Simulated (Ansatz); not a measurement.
`C=C(F)BO` + H₂Te → `OB[TeH]` + `C=CF` at 298.15 K and 1 bar (ligand exchange at a B–C bond).

Isolated molecules relaxed with PBE0-D4/def2-TZVP in Ansatz; ΔE leaves out vibrations. CCSD(T)/CBS is the MP2 limit (def2-TZVPP, def2-QZVPP) plus CCSD(T) − MP2 in def2-TZVPP, frozen cores. def2 core potentials past Kr. For Te outer-core shells are correlated without core-valence functions, which leaves a few kJ/mol of doubt a bond. One conformer a species, not always the lowest.

```json
{"species": "`C=C(F)BO`", "CCSD(T)/CBS energy (Eh)": "-278.29807", "H − E (kJ/mol)": "182.2", "S (J/(mol·K))": "306.1"}
{"species": "H₂Te", "CCSD(T)/CBS energy (Eh)": "-268.91024", "H − E (kJ/mol)": "41.3", "S (J/(mol·K))": "228.4"}
{"species": "`OB[TeH]`", "CCSD(T)/CBS energy (Eh)": "-369.55161", "H − E (kJ/mol)": "105.2", "S (J/(mol·K))": "296.7"}
{"species": "`C=CF`", "CCSD(T)/CBS energy (Eh)": "-177.66469", "H − E (kJ/mol)": "127.2", "S (J/(mol·K))": "252.2"}
```

H − E and S are ideal-gas, rigid-rotor, harmonic terms from PBE0-D4/def2-TZVP, for one conformer and one mirror image of each species. 1 Eh = 2625.50 kJ/mol, R = 8.31446 J/(mol·K).

**Question.** By hand: ΔE, ΔH, ΔS and ΔG.

**Answer.** ΔE = (-369.55161) + (-177.66469) − (-278.29807) − (-268.91024) = -0.00799 Eh = -21.0 kJ/mol. Δ(H − E) = 105.2 + 127.2 − 182.2 − 41.3 = 8.9, so ΔH = -12.1 kJ/mol. ΔS = 296.7 + 252.2 − 306.1 − 228.4 = 14.4 J/(mol·K). ΔG = -12.1 − 298.15 × (14.4)/1000 = -16.4 kJ/mol.

**Question.** By hand: the equilibrium constant, and the temperature at which ΔG would vanish if ΔH and ΔS stayed fixed.

**Answer.** log₁₀ K = −ΔG/(RT ln 10) = 2.9. ΔH and −TΔS have one sign here, so there is no such temperature.

TΔS isn't small against ΔH here. A doubt of 5 kJ/mol in ΔE shifts log₁₀ K by 0.9 here. Other conformers and mirror images would add mixing entropy, several J/(mol·K) or more a flexible species. These are equilibria of isolated gas molecules and say nothing of rates. Largest T1 diagnostic: 0.014 (customary marks: 0.02 for closed shells, 0.045 for open ones).
